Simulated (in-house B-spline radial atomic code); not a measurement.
## LC-wPBE excitations of the thallium ion Tl⁺

Method: LC-wPBE. Computed with a B-spline radial code for spherical atoms: linear response of the closed shell [Xe] 4f14 5d10 6s2 with the functional's adiabatic kernel; scalar-relativistic (spin-free one-electron X2C), finite nucleus, no spin-orbit coupling, no double excitations, S, P, D and F terms only; shells from n = 4 respond. Only terms of natural parity with L up to 3 were computed.

Spin-orbit coupling is strong here, so these LS terms don't match observed levels.

Command:
```bash
python run_td.py task.json out
```
Settings (radii: box in bohr, nucleus in fm):
```
Z                        81
electrons                80
configuration            [Xe] 4f14 5d10 6s2
hamiltonian              x2c
method                   lc_wpbe
box_radius               41.61
rms_radius               5.4759
intervals                74
```

Time taken, with all properties: 10 s on 1 thread of Arm Neoverse N1, on a shared host.

The lowest states, in the order of their Tamm-Dancoff energies; the method's threshold (minus the highest occupied level) is 19.570 eV. Labels give the largest channel, * marks a mixed state, and oscillator strengths are full-response dipole values. Measured ¹D terms are left out, since they can mix with doubly excited terms. Semilocal kernels can invert the small singlet-triplet splittings of Rydberg terms. Energies in eV:

| state | full response | Tamm-Dancoff | oscillator strength | measured (J-weighted term) |
| --- | --- | --- | --- | --- |
| 6s → 6p 3P | ? | ? | - | ? |
| 6s → 6p 1P | 8.672 | 8.907 | 1.35 | 9.381 |
| 6s → 7s 3S | 12.453 | 12.457 | - | 13.047 |
| 6s → 7s 1S | 12.836 | 12.859 | - | 13.390 |
| 6s → 6d 3D | 13.911 | 13.915 | - | 14.452 |
| 5d → 6p 3P* | 13.942 | 14.015 | - | - |
| 6s → 6d 1D | 14.048 | 14.051 | - | - |
| 5d → 6p 3F | 14.128 | 14.182 | - | - |
| 6s → 7p 3P* | 14.340 | 14.342 | - | 14.992 |
| 6s → 7p 1P | 14.379 | 14.391 | 0.0472 | - |
| 5d → 6p 1F | 14.544 | 14.553 | - | - |
| 5d → 6p 1P | 15.449 | 15.586 | 1.01 | - |
| 6s → 8s 3S | 15.785 | 15.786 | - | - |
| 6s → 8s 1S | ? | ? | - | - |
| 6s → 5f 3F | 16.138 | 16.139 | - | 16.885 |
| 6s → 5f 1F | 16.152 | 16.153 | - | - |

(1) Where does 6s → 6p 3P lie?

(2) Where does 6s → 8s 1S lie?

(3) How large is the singlet-triplet splitting of 6s → 6p (P terms) in Tamm-Dancoff?

(4) What polarisabilities and dispersion coefficient does the method give?

Answers

(1) At 6.444 eV in full response, 6.665 eV in Tamm-Dancoff; measured 7.098 eV.

(2) At 15.898 eV in full response, 15.905 eV in Tamm-Dancoff.

(3) 2.24 eV, from the unrounded values.

(4) Dipole 21.54 bohr³, quadrupole 92.27 bohr⁵, C6 174.9 hartree·bohr⁶ for two such species.
